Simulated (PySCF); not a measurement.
## Telling isomers of C6H8N2OSi apart by NMR

[PySCF: GIAO PBE0/pcSseg-1 shieldings; GFN2-xTB geometry; non-relativistic Hamiltonian; in vacuum; single conformer; averaged over atoms made equivalent by symmetry, fast rotation or ring inversion]

Chemical shifts δ = σref − σ; $^{1}$H and $^{13}$C vs TMS, all at this level. Where no couplings were computed, multiplicities follow the n + 1 count of equivalent neighbours, and m marks all less simple cases (inequivalent or close neighbours, rings, F or P nearby). Shifts are as computed. Against solution values, carbons near 30 ppm lie about +3 ppm off and those near 130 ppm about +5 ppm. Of 1211 compounds with measured shifts, 218 miss one by over three times the rms of a fit or turn the order of signals round; such compounds aren't used in these exercises.

(1) Tabulate the signals of `C=C[Si@H](C=O)/N=C(/C)C#N`, `C=CC/C(C#N)=N/[SiH2]C=O` and their relative energies.

(2) What is the quickest way to tell C=C[Si@H](C=O)/N=C(/C)C#N from C=CC/C(C#N)=N/[SiH2]C=O?

Results:

(1) 
```tsv
SMILES	carbon types	δC	δH	E rel. (kcal/mol)
C=C[Si@H](C=O)/N=C(/C)C#N	2×C 2×CH 1×CH2 1×CH3	243.2, 159.7, 146.1, 139.8, 116.8, 35.7	12.18 (d, 1H), 6.69 (m, 1H), 6.62 (m, 1H), 6.36 (m, 1H), 5.03 (m, 1H), 2.65 (s, 3H)	0.0
C=CC/C(C#N)=N/[SiH2]C=O	2×C 2×CH 2×CH2	244.4, 162.2, 138.4, 127.2, 116.4, 58.0	12.29 (t, 1H), 6.64 (m, 1H), 5.71 (m, 1H), 5.67 (m, 1H), 5.09 (d, 2H), 3.59 (d, 2H)	9.5
```

Energies are electronic energies at PBE0/pcSseg-1 on these geometries, without zero-point or thermal terms, each for the one conformer computed, which needn't be the lowest.

(2) Both give the same number of carbon signals, but DEPT or the intensities differ. The first has a methyl carbon (CH3) at 35.7 ppm, the second an allylic sp3 CH2 at 58.0 ppm. Their most deshielded carbons lie at 243.2 and 244.4 ppm.
